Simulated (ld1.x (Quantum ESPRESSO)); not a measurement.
## Cutoff test, rubidium (Rb), TM semilocal

* Element: rubidium (Rb)
* Generator: ld1.x (Quantum ESPRESSO) 7.5
* Type: norm-conserving Troullier–Martins (semilocal form)
* Functional: PBE
* Relativity: non-relativistic
* Frozen core: [Ar] 3d10
* Valence charge: 9
* Reference configuration: 4s2 4p6 4d0 5s0 5p0 (charge +1)
* Partial waves: 4p (bound): rc 1.85 bohr; 4d (bound, empty): rc 2.80 bohr; 4s (bound): rc 2.55 bohr
* Local potential: the s channel
* Core correction: none

The pseudo-atom Hamiltonian at the reference potential is diagonalised in spherical Bessel functions j_l(qr) that vanish at 20 bohr, with q² up to the cutoff. All-electron valence levels (Ry): 4p -1.5912, 5p -0.2642, 4d -0.2843, 4s -2.6809, 5s -0.4355.

Q: How do the lowest levels (Ry) of each channel move with the cutoff, and are there ghosts?

A:

```
cutoff (Ry)     p #1     p #2     d #1     s #1     s #2  Σ f·Δε (mRy)
          8  -1.5454  -0.2581  -0.2618  -2.6723  -0.4921         292.3
         12  -1.5805  -0.2639  -0.2797  -2.6784  -0.4932          69.0
         18  -1.5825  -0.2642  -0.2841  -2.6806  -0.4938          53.1
         25  -1.5885  -0.2646  -0.2843  -2.6807  -0.4940          16.6
         35  -1.5909  -0.2649  -0.2843  -2.6809  -0.4941           1.9
         45  -1.5910  -0.2649  -0.2843  -2.6809  -0.4941           1.6
         55  -1.5911  -0.2649  -0.2843  -2.6809  -0.4941           0.7
         70  -1.5912  -0.2649  -0.2843  -2.6809  -0.4941           0.1
        400  -1.5912  -0.2649  -0.2843  -2.6809  -0.4941           0.0
```

Result: no extra level below or beside the all-electron valence levels (p, d, s tested); the semilocal form is local in each channel, so this says nothing of the separable form that plane-wave codes build from it; 10 mRy is reached at 30 Ry and 1 mRy at 55 Ry.

1 of 7 tests not solved or not reliable.
